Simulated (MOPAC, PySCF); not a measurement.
[Sc(Cl)3], neutral singlet in the gas phase. 

Cartesian coordinates (Å):
```xyz
4

Sc     0.0002    -0.0010     0.0001
Cl    -1.9567    -0.4998     1.0321
Cl     0.1490    -0.1057    -2.2604
Cl     1.8150     0.5796     1.2299
```
Charge 0, multiplicity 1.

All levels are single points at this geometry (r2SCAN-D4/def2-SVP); Pople sets use spherical d functions. Orbital energies aren't observables, and empty levels follow the basis.

| level | HOMO (eV) | LUMO (eV) | gap (eV) | dipole (D) | vertical IE, Delta-SCF (eV) |
|---|---|---|---|---|---|
| B3LYP-D3(BJ)/def2-TZVP in PySCF | -8.97 | -3.62 | 5.35 | 0.05 | – |
| PBE-D3(BJ)/def2-TZVP in PySCF | -7.88 | -4.17 | 3.71 | 0.05 | – |
| TPSSh-D3(BJ)/def2-TZVP in PySCF | -8.54 | -3.66 | 4.88 | 0.05 | – |
| HF/6-31G* (LANL2DZ on Sc) in PySCF | -12.68 | -0.88 | 11.80 | 0.06 | – |
| HF/STO-3G in PySCF | -10.93 | 2.56 | 13.49 | 0.06 | – |
| PM7 in MOPAC | -13.15 | -2.79 | 10.36 | 0.07 | – |
